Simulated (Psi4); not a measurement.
H$_{3}$B (SMILES B), singlet, at a GFN2-xTB geometry; FNO-CCSD(T)/def2-SVP (Psi4 1.11).

Input for Psi4:
```
memory 2 GB

molecule mol {
0 1
  B     0.000000    0.000000   -0.000000
  H    -1.135864   -0.056950   -0.250068
  H     0.422067   -0.569597    0.923787
  H     0.713797    0.626546   -0.673719
}

set basis def2-svp
set reference rhf

energy('fno-ccsd(t)')
print_variables()
```

Write the output that Psi4 gives for this input, abridged.


```
   => Loading Basis Set <=

    Name: DEF2-SVP
    Role: ORBITAL
    Keyword: BASIS

         ---------------------------------------------------------
                                   SCF
               by Justin Turney, Rob Parrish, Andy Simmonett
                          and Daniel G. A. Smith
                              RHF Reference
         ---------------------------------------------------------

  ==> Geometry <==

    Molecular point group: c1
    Full point group: C1

    Geometry (in Angstrom), charge = 0, multiplicity = 1:

       Center              X                  Y                   Z               Mass
    ------------   -----------------  -----------------  -----------------  -----------------
         B            0.000000000000     0.000000071819    -0.000000000000    11.009305360000
         H           -1.135864000000    -0.056949928181    -0.250068000000     1.007825032230
         H            0.422067000000    -0.569596928181     0.923787000000     1.007825032230
         H            0.713797000000     0.626546071819    -0.673719000000     1.007825032230

  Running in c1 symmetry.

  Rotational constants: A =      8.22379  B =      8.22379  C =      4.11189 [cm^-1]
  Rotational constants: A = 246543.11728  B = 246542.91539  C = 123271.50817 [MHz]
  Nuclear repulsion =    7.603722527871978

  Charge       = 0
  Multiplicity = 1
  Electrons    = 8
  Nalpha       = 4
  Nbeta        = 4

  ==> Algorithm <==

  SCF Algorithm Type is PK.
  DIIS enabled.
  MOM disabled.
  Fractional occupation disabled.
  Guess Type is SAD.
  Energy threshold   = 1.00e-08
  Density threshold  = 1.00e-08
  Integral threshold = 1.00e-12

  ==> Primary Basis <==

  Basis Set: DEF2-SVP
    Blend: DEF2-SVP
    Number of shells: 15
    Number of basis functions: 29
    Number of Cartesian functions: 30
    Spherical Harmonics?: true
    Max angular momentum: 2

  ==> Integral Setup <==

  Using in-core PK algorithm.
   Calculation information:
      Number of atoms:                   4
      Number of AO shells:              15
      Number of primitives:             27
      Number of atomic orbitals:        30
      Number of basis functions:        29

      Integral cutoff                 1.00e-12
      Number of threads:                 1

  Performing in-core PK
  Using 189660 doubles for integral storage.
  We computed 7260 shell quartets total.
  Whereas there are 7260 unique shell quartets.

  ==> DiskJK: Disk-Based J/K Matrices <==

[...]
  @RHF Final Energy:   -26.36879462486012
    Total Energy =                        -26.3687946248601186
      * MP2 total energy:                    -26.463177184520
      * MP2 total energy:                    -26.463177184520
[...]
        SS MP2.5 correlation energy:          -0.010376042411
        MP2.5 correlation energy:             -0.103750507465
      * MP2.5 total energy:                  -26.472545132325

        OS MP3 correlation energy:            -0.102165153584
        SS MP3 correlation energy:            -0.010953301686
        MP3 correlation energy:               -0.113118455270
      * MP3 total energy:                    -26.481913080130

        OS MP4(SDQ) correlation energy:       -0.105680752708
        SS MP4(SDQ) correlation energy:       -0.009854310938
        MP4(SDQ) correlation energy:          -0.116543835173
      * MP4(SDQ) total energy:               -26.485338460033

        OS CCSD correlation energy:           -0.106506032334
        SS CCSD correlation energy:           -0.010666056763
        CCSD correlation energy:              -0.117172089097
      * CCSD total energy:                   -26.485966713957

  Total time for CCSD iterations:        0.04 s (user)
                                         0.06 s (system)
                                            0 s (total)

  Time per iteration:                    0.00 s (user)
                                         0.01 s (system)
                                         0.00 s (total)

        ==> Resort (ov|vv) integrals for low-memory (T) computation <==

        *******************************************************
        *                                                     *
        *                      CCSD(T)                        *
        *                                                     *
        *******************************************************

        Using low-memory algorithm.

        num_threads:                      1
        memory requirements:        0.17 mb

        Number of abc combinations: 2925

        Computing (T) correction...

        % complete  total time
              10.0
              20.0
              30.0
              40.0
              50.0
              60.0
              70.0
              80.0
              90.0

        (T) energy                            -0.001534324684

        CCSD(T) correlation energy            -0.118706413781
      * CCSD(T) total energy                 -26.487501038641

  Variable Map:
  ----------------------------------------------------------------------------
[...]
  Array Variable Map:
  ----------------------------------------------------------------------------
[...]
[...]
```
